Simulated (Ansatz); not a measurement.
One change: `NC[SiH2][GeH3]` becomes `NC[SiH2]BF`.

Ansatz, PBE0-D4/def2-TZVP geometries, multiplicity 1. Each molecule was computed in one conformer, which needn't be the lowest.

Scalar relativity is left out up to krypton.

| property | `NC[SiH2][GeH3]` |
| --- | --- |
| HOMO–LUMO gap (PBE0/def2-TZVPP) / eV | 7.22 |
| LUMO energy (PBE/def2-TZVPP) / eV | -0.61 |
| size of the dipole moment (PBE/def2-TZVPP) / D | 1.59 |
| HOMO energy (PBE0/def2-TZVPP) / eV | -7.02 |
| HOMO energy (ωB97M-V/def2-TZVPP) / eV | -9.42 |
| LUMO energy (PBE0/def2-TZVPP) / eV | 0.20 |

(1) Give the same properties after the change, and the shifts. (An estimate is asked.)

Results:

(1) The calculation gave: 
```json
{"property": "HOMO–LUMO gap (PBE0/def2-TZVPP) / eV", "`NC[SiH2]BF`": "5.36", "shift": "-1.86"}
{"property": "LUMO energy (PBE/def2-TZVPP) / eV", "`NC[SiH2]BF`": "-2.57", "shift": "-1.96"}
{"property": "size of the dipole moment (PBE/def2-TZVPP) / D", "`NC[SiH2]BF`": "1.29", "shift": "-0.30"}
{"property": "HOMO energy (PBE0/def2-TZVPP) / eV", "`NC[SiH2]BF`": "-6.94", "shift": "0.08"}
{"property": "HOMO energy (ωB97M-V/def2-TZVPP) / eV", "`NC[SiH2]BF`": "-9.33", "shift": "0.09"}
{"property": "LUMO energy (PBE0/def2-TZVPP) / eV", "`NC[SiH2]BF`": "-1.59", "shift": "-1.79"}
```

With PBE0 the HOMO rises by 0.08 eV and the LUMO falls by 1.79 eV, so the gap narrows by about 1.87 eV. PBE moves the HOMO by 0.07 eV and ωB97M-V by 0.09 eV. Dipoles are sizes alone; their direction can turn.
